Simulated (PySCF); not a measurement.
## Computed properties of Sn(NH2)(SH) (H3NSSn), SMILES [NH2][Sn][SH]

Sn(NH2)(SH) (H3NSSn), SMILES [NH2][Sn][SH] (connectivity only; charge and spin as stated), neutral, multiplicity 1. Geometry: B3LYP-D3(BJ)/def2-SVP. The def2 effective core potentials stand for the cores of Sn; spin–orbit coupling is left out. One conformer was computed; it need not be the lowest. All values are computed for the isolated molecule unless a solvent is named; none is compared with measurement here.

**Structure.** The optimised structure has Cs symmetry. All 12 harmonic modes at B3LYP-D3(BJ)/def2-SVP (PySCF) are real, so it is a minimum. With heavy atoms numbered as in [Sn:1]([NH2:2])[SH:5], the shortest bond between them is Sn1–N2 at 2.041 Å and the longest Sn1–S5 at 2.492 Å.

**Vibrations.** The strongest infrared lines (harmonic, unscaled, degenerate partners summed) lie at 332 cm⁻¹ (218 km/mol, H 84 %, N 15 %), 595 cm⁻¹ (40 km/mol, N 62 %, H 28 %, Sn 10 %), 318 cm⁻¹ (36 km/mol, S 76 %, Sn 21 %). The softest mode is at 150 cm⁻¹ and the zero-point energy is 21.0 kcal/mol.

**Electronic structure.** r2SCAN/def2-TZVPD (PySCF) places the frontier levels at -6.04 and -2.55 eV, a gap of 3.49 eV, and gives a dipole moment of 2.07 D and a mean polarisability of 80.2 bohr³.

**Excitations.** TDDFT-ωB97X/def2-SVPD (PySCF) has S1 at 4.05 eV (306 nm, f = 0.038, weak); the most intense of the 10 singlets computed lies at 6.09 eV (f = 0.57). T1 (TDA) is at 3.20 eV. No vertical singlet excitation falls in the visible range (under 3.1 eV).
